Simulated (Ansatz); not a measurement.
`C=NC[O][SbH2]` and `C=NCS[SiH3]` differ in one atom or group.

Ansatz, PBE0-D4/def2-TZVP geometries, multiplicity 1. Each molecule was computed in one conformer, which needn't be the lowest.

Elements past krypton have def2 core potentials.  Spin–orbit coupling is left out; it splits and shifts lone-pair levels of the heavy atoms by tenths of an eV.

| property | `C=NC[O][SbH2]` |
| --- | --- |
| HOMO energy (B3LYP/def2-TZVPP) / eV | -7.13 |
| size of the dipole moment (B3LYP/def2-TZVPP) / D | 1.89 |
| HOMO–LUMO gap (PBE/def2-TZVPP) / eV | 3.79 |
| HOMO energy (ωB97M-V/def2-TZVPP) / eV | -9.68 |
| LUMO energy (B3LYP/def2-TZVPP) / eV | -1.51 |
| HOMO energy (PBE0/def2-TZVPP) / eV | -7.36 |

Problem. Give the same properties after the change, and the shifts. (Estimate.)

Solution. Ansatz gave: 
| property | `C=NCS[SiH3]` | shift |
| --- | --- | --- |
| HOMO energy (B3LYP/def2-TZVPP) / eV | -6.72 | 0.41 |
| size of the dipole moment (B3LYP/def2-TZVPP) / D | 2.37 | 0.48 |
| HOMO–LUMO gap (PBE/def2-TZVPP) / eV | 3.73 | -0.06 |
| HOMO energy (ωB97M-V/def2-TZVPP) / eV | -9.15 | 0.53 |
| LUMO energy (B3LYP/def2-TZVPP) / eV | -1.17 | 0.34 |
| HOMO energy (PBE0/def2-TZVPP) / eV | -6.96 | 0.40 |

Dipoles are sizes alone; their direction can turn.

B3LYP here is the variant with VWN-RPA as its local correlation; programs differ in this.
